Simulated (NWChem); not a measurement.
System: MoO2BrCl; SMILES [O]=[Mo](=[O])([Cl])[Br]

The following NWChem deck was run.

```
start job
memory heap 200 mb stack 900 mb global 1100 mb
geometry units angstroms noautoz
  Mo     0.309464     0.441213     0.000000
  O      1.251493     0.756741     1.330047
  O      1.251493     0.756741    -1.330047
  Cl    -1.489167     1.806447     0.000000
  Br    -0.311606    -1.878376     0.000000
end
basis spherical
  * library def2-svp
end
ecp
  Mo library def2-ecp
end
dft
  xc pbe0
  iterations 150
  mulliken
end
task dft energy
```

Structure relaxed at the PBE0/def2-SVP level. Not confirmed as a minimum by frequencies. def2 effective core potentials on Mo; no spin-orbit coupling.

Task: Give the results of this calculation. (PBE0/def2-SVP with def2 effective core potentials on Mo.) Quantities: basis functions; energy (Ha); highest occupied level (eV); orbital gap (eV); dipole (D).

Result: 
```yaml
number_of_basis_functions: 109
energy (Ha): -3252.00
highest occupied level (eV): -9.42
orbital gap (eV): 5.55
dipole (D): 1.33
```
